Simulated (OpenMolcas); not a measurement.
## Cl3+: effect of the active space

```yaml
Program: OpenMolcas 26.06
Method: SS-CASPT2 or its RAS form, IPEA 0.25 Eh, imaginary shift 0.1 Eh
Basis: ANO-RCC-VQZP
Scalar_Hamiltonian: DKH2, point nucleus
Spin-orbit_coupling: state interaction with AMFI integrals over the reference wave functions, term energies averaged over their components
```

A. 2 electrons in 3 orbitals (3p); 2S+1 = 3 even, 3 roots; 2S+1 = 1 even, 6 roots; closed shells correlated: 2s 2p 3s; CASPT2 step roughly 1.1 core-seconds
B. 4 electrons in 4 orbitals (3s 3p); 2S+1 = 3 even, 6 roots; 2S+1 = 1 even, 12 roots; 2S+1 = 5 odd, 1 root; 2S+1 = 3 odd, 9 roots; 2S+1 = 1 odd, 8 roots; closed shells correlated: 2s 2p; CASPT2 step of the order of 5 core-seconds
C. 4 electrons in 8 orbitals (3s 3p 4s 4p); 2S+1 = 3 even, 3 roots; 2S+1 = 1 even, 12 roots; 2S+1 = 5 odd, 1 root; 2S+1 = 3 odd, 9 roots; 2S+1 = 1 odd, 8 roots; closed shells correlated: 2s 2p; CASPT2 step about 16 core-seconds
D. 4 electrons in 9 orbitals (RAS2 3s 3p; RAS3 3d, at most 2 electrons); 2S+1 = 3 even, 6 roots; 2S+1 = 1 even, 12 roots; 2S+1 = 5 odd, 1 root; 2S+1 = 3 odd, 9 roots; 2S+1 = 1 odd, 8 roots; closed shells correlated: 2s 2p; CASPT2 step of the order of 27 core-seconds

Energies in cm⁻¹ above 3s² 3p² ³P₀, the measured ground level; measured values from Moore, Atomic Energy Levels, vol. I, NSRDS-NBS 35 (1971 reprint of NBS Circular 467, 1949).

```json
{"Level": "3s² 3p² ³P₀", "A": "0.0", "B": "0.0", "C": "0.0", "D": "0.0", "Measured": "0.0"}
{"Level": "3s² 3p² ³P₁", "A": "447", "B": "439", "C": "434", "D": "428", "Measured": "491"}
{"Level": "3s² 3p² ³P₂", "A": "1235", "B": "1206", "C": "1195", "D": "1186", "Measured": "1341"}
{"Level": "3s² 3p² ¹D₂", "A": "13500", "B": "13120", "C": "13700", "D": "13850", "Measured": "13766"}
{"Level": "3s² 3p² ¹S₀", "A": "32650", "B": "30790", "C": "31550", "D": "32890", "Measured": "32550"}
```

Deviations, from unrounded energies. A percentage is the sum of absolute deviations over the sum of measured energies, with the sign that they share, or ± where signs differ.

```
                        Against measurement  Levels     A      B      C      D
             mean absolute deviation (cm-1)       4   130    650    320    160
      fine structure of the ground term (%)       2  -8.2  -10.2  -11.1  -11.9
other terms of the ground configuration (%)       2  ±0.8   -5.2   -2.3   +0.9
```

A lies closest to measurement on these levels and B furthest from it. The largest miss of A in the table is 3s² 3p² ¹D₂, by -270 cm-1. The ranking rests on the paired levels alone, and a cruder setting can come out closer through cancelling errors.

The two smallest mean deviations differ by little beside CASPT2's spread within terms, so their order carries little weight.

Among A to D the level of the table that moves most is 3s² 3p² ¹S₀, by 2100 cm-1 (lowest in B, highest in D). Moves below CASPT2's spread within the term are not significant.

Term energies are means over components that CASPT2 splits; among the terms shown or strongly mixed into the levels shown the widest spread is 120 cm-1 (3s² 3p² ¹D, A). Over all roots computed the reference weight is 0.86 to 0.99 in B, 0.84 to 0.99 in C; the roots of lowest weight are the least certain, and an intruder state may touch them. With the s shell closed, the reference lacks s² → p² mixing (holds for A). Active for correlation alone: 4p 4s; no level in the range computed is led by a configuration that fills them, so any true level of that kind is missing (holds for C). Active for correlation alone: 3d; no level in the range computed is led by a configuration that fills it, so any true level of that kind is missing (holds for D). Measured partners are found by configuration, term and J. A level has none where our copy of the source lacks it or the pairing is in doubt (some pairs that miss far off the trend of their configuration count as doubtful), and it then counts in no deviation. Levels of configurations outside the active space are missing. The table leaves out levels that lie high or whose names do not pair safely across all columns.
